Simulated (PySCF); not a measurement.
## Which determinant of HI lies lowest?

Unrestricted PBE0; H x2c-TZVPPall, I x2c-TZVPPall; spin-free X2C with a Gaussian nucleus (PySCF 2.14). Outer shells of the fragments: H 1s1; I 4d10 5s2 5p5.

Followed along the bond (rough minima from three points):

| 2Ms+1 | unpaired | ⟨S²⟩ at the start | R at minimum (Å) | Te (eV) |
| --- | --- | --- | --- | --- |
| 1 | none | 0.00 | 1.61 | 0.00 |
| 3 | σ ↑, π ↑ | 2.00 | none in the scan | ≤ 4.38 |

Solutions found at the starting distance of 1.630 Å, counted from the lowest of them; the search is not exhaustive and high or unbound solutions are not listed, so other states can lie among these:

| 2Ms+1 | unpaired | term | E (eV) | ⟨S²⟩ | ⟨Lz²⟩ | μ (D) |
| --- | --- | --- | --- | --- | --- | --- |
| 1 | none | ¹Σ⁺ | 0.00 | 0.00 | 0.00 | -0.51 |
| 3 | σ ↑, π ↑ | ³Π | 4.96 | 2.00 | 1.01 | 1.17 |
| 1 | σ ↑, π ↓ | mixed | 5.19 | 1.01 | 1.01 | 1.21 |
| 3 | σ ↑↑ | ³Σ⁺ | 7.27 | 2.00 | 0.00 | 0.08 |

A term symbol is given only where ⟨S²⟩ and ⟨Lz²⟩ are close to those of a pure state; real π, δ and φ orbitals otherwise mix terms. A positive dipole means H(−)I(+).

The measured ground state is X ¹Σ+ (Huber and Herzberg, Constants of Diatomic Molecules (1979)).

Spin–orbit coupling is left out. Counting both spins, an empty level lies below a filled one in some of these solutions, because spin and occupation are held.
